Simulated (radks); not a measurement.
Question: Valence configurations of Si II (all share [Ne]). All-electron calculation, scalar-relativistic Kohn-Sham, r2SCAN, spin-unpolarised, spherical densities, finite nucleus; meta-GGA in the generalised Kohn-Sham scheme; Fermi nuclear charge, rms radius 3.1224 fm. Program: a radial shooting solver on a logarithmic mesh with Libxc functionals. Order these by energy: 3s1.5 3p1.5; 3p3; 3s0.5 3p2.5; 3s1 3p2; 3s2 3p1.

Answer: From the lowest, in eV above it: 3s2 3p1 0.000; 3s1.5 3p1.5 3.892; 3s1 3p2 7.786; 3s0.5 3p2.5 11.680; 3p3 15.571. NIST lists [Ne] 3s2 3p1 as the ground configuration; this level of theory agrees among the configurations tried. The energies are those of spherical spin-averaged densities, not of single terms.
